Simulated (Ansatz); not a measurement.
Basis-set series for F2GaH3O4Si, SMILES `O[Si](O)(O)[O][Ga]([F])[F]`. Total charge 0; spin multiplicity 1. Geometry: relaxed with PBE0-D4/def2-TZVP. It is one conformer, not always the lowest.

```tsv
functional	basis	functions	energy (Eh)	HOMO (eV)	LUMO (eV)
PBE0-D4	def2-TZVPP	318	-2716.45490	-9.56	-0.92
PBE0-D4	def2-QZVPP	591	-2716.53884	-9.62	-1.13
ωB97M-V	def2-TZVPP	318	-2717.09328	-12.01	0.80
ωB97M-V	def2-QZVPP	591	-2717.17277	-12.07	0.35
```

(1) Give the rows for def2-SVP. (Best estimate.)

Results:

(1) Computed: 
```tsv
functional	basis	functions	energy (Eh)	HOMO (eV)	LUMO (eV)
PBE0-D4	def2-SVP	149	-2715.45859	-9.38	-0.66
ωB97M-V	def2-SVP	149	-2716.08779	-11.79	1.17
```

Positive LUMOs are unbound and depend on the basis. Scalar relativity is left out up to krypton.
